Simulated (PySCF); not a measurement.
## H₁₀Si₄: calculation and literature

Geometry (Å), atoms numbered from 1 in this order:
```xyz
14

Si   -0.007    2.112   -0.891
Si    0.050    0.162    0.377
Si    1.921   -1.150   -0.068
Si   -1.940   -1.041    0.273
H     1.203    2.928   -0.762
H    -0.141    1.801   -2.317
H    -1.129    2.992   -0.555
H     0.188    0.599    1.789
H     3.187   -0.429    0.087
H     1.895   -1.643   -1.448
H     2.019   -2.333    0.790
H    -1.948   -2.222    1.141
H    -3.115   -0.251    0.645
H    -2.184   -1.526   -1.088
```

Equivalent nuclei averaged, in vacuum, relativity neglected, a single conformation. NMR shieldings at PBE0/pcSseg-1/GIAO; geometry from GFN2-xTB; PySCF.

Reference values: measured (C. Corminboeuf, T. Heine, J. Weber, Chem. Phys. Lett. 357 (2002) 1).
```tsv
atoms	quantity	reference	computed	computed, scaled
Si1/Si3/Si4	δ ²⁹Si vs TMS	-93.6	-111.8	-98.9
Si2	δ ²⁹Si vs TMS	-136.3	-148.4	-129.0
```

Computed shifts are σ(ref) − σ with the named reference compound (TMS for H and C) calculated as an isolated molecule at the same level. The measured values may be among those fitted. Shieldings were converted by a linear fit to measured shifts: ²⁹Si: δ = 279.94 − 0.822σ (rms 8.9 ppm, 72 shifts, 25.8 ppm with the 6 outliers that the fit left out vs TMS, solution or neat liquid). Occasional misses reach two or three times the rms, and more in compound classes unlike the fitted ones.

How far are the unscaled ²⁹Si shifts from the references?

## Answers

Mean signed difference -15.15 ppm, mean absolute 15.15 ppm over 2 comparisons; the largest is -18.2 ppm at Si1/Si3/Si4 (silicon bonded to Si, 3 H).
